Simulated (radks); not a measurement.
Spherical quantum dot in the effective-mass picture: electrons in a hard-walled sphere of radius 1.53, with a point charge +1 (a donor) at the centre, all in effective atomic units (hartree* = m*/eps^2 hartree, bohr* = eps/m* bohr), one dielectric constant everywhere. Method: non-relativistic Kohn-Sham, PBEsol, spin-polarised, spherical densities; computed with a radial shooting solver with Libxc functionals. Levels are named by radial order and angular momentum (1s, 1p, 1d, 2s, ...), and open shells are averaged over m.

N = 24, configuration 1s2 1p6 1d10 2s2 1f(up 4, down 0). This is the lowest configuration that the search found. Occupied and some empty levels:

level,occupation,eigenvalue (hartree*),<r> (bohr*)
1s up,1,22.267,0.9015
1s down,1,22.371,0.8961
1p up,3,23.821,0.9986
1p down,3,23.946,0.9964
1d up,5,26.080,1.055
1d down,5,26.216,1.054
2s up,1,28.259,0.6895
2s down,1,28.315,0.6923
1f up,4,28.999,1.097
1f down,0,29.143,1.096
1g up,0,32.532,1.129
1g down,0,32.680,1.129
2p up,0,32.760,0.7998
2p down,0,32.827,0.7999
2d up,0,37.519,0.8708
2d down,0,37.600,0.8703

Energy (hartree*): total 371.411, kinetic 165.60, external -27.243, Hartree 258.46, exchange-correlation -25.408.

Electron density:

r (bohr*),n(r) (e/bohr*^3)
0.0415,5.301
0.118,4.475
0.194,3.721
0.270,3.064
0.346,2.524
0.423,2.125
0.499,1.884
0.575,1.809
0.651,1.893
0.728,2.109
0.804,2.405
0.880,2.704
0.957,2.914
1.03,2.942
1.11,2.727
1.19,2.261
1.26,1.601
1.34,0.9077
1.41,0.3444
1.49,0.04041
